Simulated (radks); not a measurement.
Results of a calculation; reference values are marked as such.
The bismuth ion Bi40+, configuration [Kr] 4d7 (the NIST ground configuration). Code: a radial shooting solver on a logarithmic mesh with Libxc functionals. Model: scalar-relativistic Kohn-Sham, RPBE, spin-polarised, spherical densities, point nucleus; open shells are filled with parallel spins first (spin-orbit coupling, left out, can overturn this in heavy ions).

Local quantities along the radius. ELF = 1/(1 + alpha^2) is the electron localisation function; alpha = (tau - tau_W)/tau_unif compares the Pauli kinetic energy density with that of the uniform gas (summed over spins); -r V(r) is the screened charge that the Kohn-Sham potential of spin up presents (atomic units). tau is taken from the large components.

r (bohr)    ELF    alpha  -r V(r)
0.001487  0.999  0.02582    82.32
0.001921  0.999  0.02951    82.11
0.002461  0.999  0.03481    81.84
0.003179  0.998  0.04324    81.48
0.004107  0.997  0.05688    81.03
0.005305  0.994  0.08030    80.47
0.006853  0.985   0.1234    79.76
0.008852  0.958   0.2087    78.88
0.01143   0.870   0.3869    77.80
0.01477   0.644   0.7439    76.48
0.01908   0.392    1.245    74.88
0.02465   0.346    1.374    72.99
0.03184   0.520   0.9609    70.81
0.0408    0.708   0.6419    68.36
0.0527    0.724   0.6171    65.47
0.06808   0.512   0.9756    62.26
0.08794   0.349    1.365    58.81
0.1136    0.557   0.8918    55.33
0.1467    0.746   0.5840    51.90
0.1895    0.557   0.8910    48.67
0.2448    0.218    1.892    45.81
0.3163    0.621   0.7805    43.76
0.4086    0.808   0.4870    42.16
0.5236    0.625   0.7745    41.10
0.6763    0.131    2.573    40.69
0.8736    0.003    18.51    40.39
1.128     0.000    340.3    40.10

On this mesh the ELF has minima near r = 0.022, 0.088, 0.24 bohr, which separate the shells, and maxima near 0.046 (0.74), 0.15 (0.75), 0.41 (0.81).
